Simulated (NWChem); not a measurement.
Molecule: GeNH5; SMILES [GeH3][NH2]

```xyz
7

Ge    -0.0155     0.3503     0.0000
N     -0.1081    -1.5087     0.0000
H     -0.7564     0.8281    -1.2748
H     -0.7564     0.8281     1.2748
H      1.4249     0.9615     0.0000
H      0.3496    -1.9171    -0.8245
H      0.3496    -1.9171     0.8245
```
Atoms are numbered in this order, from 1.

Level: PBE-D3(BJ)/def2-SVP (NWChem), optimised geometry, unscaled harmonic frequencies. 

Problem. List the harmonic frequencies with IR intensities, and the thermochemistry.

Solution. 
| frequency (cm⁻¹) | IR intensity (km/mol) |
|---|---|
| 191 | 24.8 |
| 536 | 87.1 |
| 564 | 42.1 |
| 615 | 88.9 |
| 701 | 66.0 |
| 819 | 55.7 |
| 859 | 48.7 |
| 861 | 101.1 |
| 925 | 8.1 |
| 1508 | 13.0 |
| 2013 | 172.0 |
| 2090 | 75.4 |
| 2099 | 133.0 |
| 3430 | 6.8 |
| 3523 | 8.8 |

```json
{
  "zero_point_energy": "29.6 kcal/mol",
  "thermal correction to the enthalpy at 298.15 K (with zero-point energy)": "32.9 kcal/mol",
  "heat capacity Cv": "14.2 cal/(mol K)",
  "entropy at 298.15 K and 1 atm (symmetry number 1)": "65.8 cal/(mol K)",
  "dipole_moment": "1.27 D"
}
```

Rigid rotor and harmonic oscillator.
